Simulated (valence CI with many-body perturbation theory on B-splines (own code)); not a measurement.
## Forbidden lines of Sb XII

Calculated by configuration interaction combined with many-body perturbation theory (CI+MBPT): four valence electrons over a frozen Dirac-Fock core [Kr], radial functions for each j: 9 s, 9 p, 10 d, 8 f, 5 g, 3 h, 1 i, with the one-electron correlation potential Σ1, the two-electron term Σ2, the three-electron term Σ3, Breit, model QED; selected CI, second order for the rest, scaled by the run's own slope (own B-spline code, finite nucleus).

No measured spectrum was set against this ion. As an estimate, terms of the open shell hold to 2 to 4 % of their energy, and close levels can change places. Core correlation moves these levels by up to 6300 cm⁻¹, and in measured spectra 5 to 20 % of such shifts remained as error; rates that hang on mixing are uncertain with them. The list stops below the first excitations out of the core. Only levels of the ground parity were solved; by the run's estimate the other parity begins above the list, which can be wrong where configurations are misplaced.

Lines 51 to 100 of 120 in falling wavelength, among levels below 438830 cm⁻¹, chosen from the decays that carry over 1 % of a level's rate. Wavelengths and rates use the calculated energies, so an error of 2000 cm⁻¹ moves a line at 4671 Å by 9.3 % and its rate by three times that or more. Electric multipoles are in the length gauge, E1 and E2 with the static RPA response of the core. Weak lines are less certain than strong ones. Lines between different terms over intervals too small for the method are left out, as are lines whose strength nearly cancels. Where a level lies close to another of its J and parity, the split of strength between their lines is uncertain.

Names give the largest LS component (configuration and term), which can be under half, so a name can repeat, a term be missing and a line seem to break the LS rules; names also repeat where a configuration has a term twice. Letters in brackets count levels of one name in rising energy.

```
λ vac (Å)         Upper         Lower  Type   A (s⁻¹)  Branch %
     4671  4d4 1G_4 [a]  4d4 3G_4 [a]    M1  3.75e+01      31.0
     4467  4d4 1D_2 [a]  4d4 3P_2 [a]    M1  1.61e+01      11.3
     4367  4d4 3F_3 [b]  4d4 1G_4 [a]    M1  1.98e+01      19.3
     4086  4d4 3P_2 [c]  4d4 3P_2 [b]    M1  2.30e+01      19.1
     4011      4d4 3G_3      4d4 5D_3    M1  3.08e+01      59.7
     3964  4d4 3P_0 [a]      4d4 5D_1    M1  2.03e+02     100.0
     3885      4d4 1F_3  4d4 3P_2 [a]    M1  1.41e+01      12.8
     3876      4d4 1F_3  4d4 3G_4 [b]    M1  6.90e+00       6.2
     3683  4d4 3F_2 [a]      4d4 5D_3    M1  1.55e+00       2.2
     3561  4d4 3G_4 [a]      4d4 5D_4    M1  2.65e+01      39.8
     3559  4d4 1G_4 [a]      4d4 3H_5    M1  1.32e+01      10.9
     3559  4d4 1G_4 [a]      4d4 3G_3    M1  1.35e+00       1.1
     3495  4d4 3F_2 [b]      4d4 3D_1    M1  2.79e+01      14.8
     3466  4d4 1S_0 [a]  4d4 3P_1 [a]    M1  1.84e+02      98.8
     3466      4d4 3D_1  4d4 3P_0 [a]    M1  4.60e+01      28.9
     3459      4d4 3G_3      4d4 5D_2    M1  1.65e+01      32.0
     3416      4d4 1F_3  4d4 3G_4 [a]    M1  9.55e+00       8.6
     3351  4d4 3F_2 [b]  4d4 3P_2 [b]    M1  2.77e+01      14.7
     3291  4d4 1D_2 [a]  4d4 3F_2 [a]    M1  1.44e+01      10.1
     3261  4d4 3P_1 [a]      4d4 5D_2    M1  1.30e+02      89.0
     3241  4d4 1D_2 [a]  4d4 3P_1 [a]    M1  1.25e+01       8.8
     3212  4d4 3F_2 [a]      4d4 5D_2    M1  3.54e+01      49.7
     3189      4d4 3F_4      4d4 3G_5    M1  2.13e+01       9.2
     3168  4d4 3G_4 [b]      4d4 5D_4    M1  2.72e+01      45.4
     3163  4d4 3G_4 [a]      4d4 5D_3    M1  8.12e+00      12.2
     3115      4d4 3F_4      4d4 3D_3    M1  4.62e+01      20.0
     3066  4d4 1D_2 [a]      4d4 3G_3    M1  3.52e+01      24.7
     2987  4d4 3F_3 [a]      4d4 5D_4    M1  1.75e+01      26.3
     2904  4d4 1G_4 [a]      4d4 3H_4    M1  7.30e+00       6.0
     2849  4d4 3G_4 [b]      4d4 5D_3    M1  1.72e+01      28.7
     2845  4d4 3P_2 [a]      4d4 5D_3    M1  1.49e+01      48.5
     2831      4d4 3F_4  4d4 3F_3 [a]    M1  1.36e+01       5.9
     2825  4d4 3F_2 [a]      4d4 5D_1    M1  3.42e+01      47.9
     2780      4d4 1F_3      4d4 3G_3    M1  1.86e+01      16.8
     2726      4d4 3D_3      4d4 5D_4    M1  2.85e+01      27.7
     2702  4d4 3F_3 [a]      4d4 5D_3    M1  2.09e+01      31.4
     2686      4d4 3F_4  4d4 3G_4 [b]    M1  7.77e+00       3.4
     2671      4d4 3G_5      4d4 5D_4    M1  3.11e+00       7.8
     2671  4d4 3F_2 [b]  4d4 3F_3 [a]    M1  8.16e+01      43.3
     2555  4d4 3P_2 [a]      4d4 5D_2    M1  5.16e-01       1.7
     2545  4d4 3F_2 [b]  4d4 3P_2 [a]    M1  9.88e+00       5.2
     2486      4d4 3D_3      4d4 5D_3    M1  1.89e+01      18.3
     2457      4d4 3F_4  4d4 3G_4 [a]    M1  6.46e+01      27.9
     2440  4d4 3F_3 [a]      4d4 5D_2    M1  7.48e+00      11.2
     2364      4d4 1F_3      4d4 3H_4    M1  1.26e+01      11.4
     2359  4d4 3P_2 [c]  4d4 3P_1 [a]    M1  2.10e+01      17.4
     2304  4d4 3P_2 [a]      4d4 5D_1    M1  6.67e+00      21.7
     2265      4d4 3F_4      4d4 3H_6    E2  2.74e+00       1.2
     2265  4d4 3P_2 [c]      4d4 3G_3    M1  1.34e+01      11.1
     2262      4d4 3D_3      4d4 5D_2    M1  3.17e+01      30.8
```
